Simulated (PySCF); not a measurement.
dimethoxyethane (C4H10O2), singlet, at a GFN2-xTB geometry. Base run: DF-M06/cc-pVDZ in PySCF.

PySCF was given this input:
```python
from pyscf import gto, scf, dft

mol = gto.Mole()
mol.atom = '''
    C     2.72391810    0.61849359   -0.04828470
    O     1.46799295    0.22528122    0.43744296
    C     0.73171646   -0.53298279   -0.49139705
    C    -0.66329302   -0.78508739    0.06805032
    O    -1.49517989    0.29843247   -0.26923304
    C    -2.76725385    0.21630168    0.31640991
    H     3.34489932   -0.25195343   -0.29834656
    H     3.20104761    1.18758433    0.74676361
    H     2.62728334    1.24803258   -0.94164979
    H     1.24064897   -1.49173030   -0.68129414
    H     0.63663919    0.00913888   -1.44304535
    H    -1.07400645   -1.71837604   -0.34974959
    H    -0.59087972   -0.89062330    1.15992421
    H    -3.29594577   -0.69105971   -0.00453680
    H    -2.70325538    0.21544940    1.41170086
    H    -3.31946172    1.09347742   -0.01411672
'''
mol.basis = 'cc-pvdz'
mol.verbose = 4
mol.build()

mf = dft.RKS(mol)
mf.xc = 'm06'
mf = mf.density_fit(auxbasis='def2-universal-jkfit')
mf.kernel()
mf.analyze()
```

Variants of this job, named by their change:

```csv
change,ΔE vs base (µEh),grid points,electrons on the grid,outcome
base,0.0,182720,49.99995,converged
grids.level = 5,45.0,493272,50.00000,converged
grids.prune = dft.gen_grid.treutler_prune,219,156800,49.99996,converged
"grids.atom_grid = (30, 110)",-1155,39408,49.99876,converged
grids.level = 1,-779,55800,50.00011,converged
small_rho_cutoff = 0,0.0,182720,49.99995,converged
grids.level = 4,40.4,328032,50.00000,converged
grids.prune = dft.gen_grid.sg1_prune,325,81224,49.99985,converged
"grids.atom_grid = (150, 974)",-,-,-,cut at the time limit
grids.prune = off,-1.8,286904,49.99996,converged
grids.level = 7,44.6,1021120,50.00000,converged
```
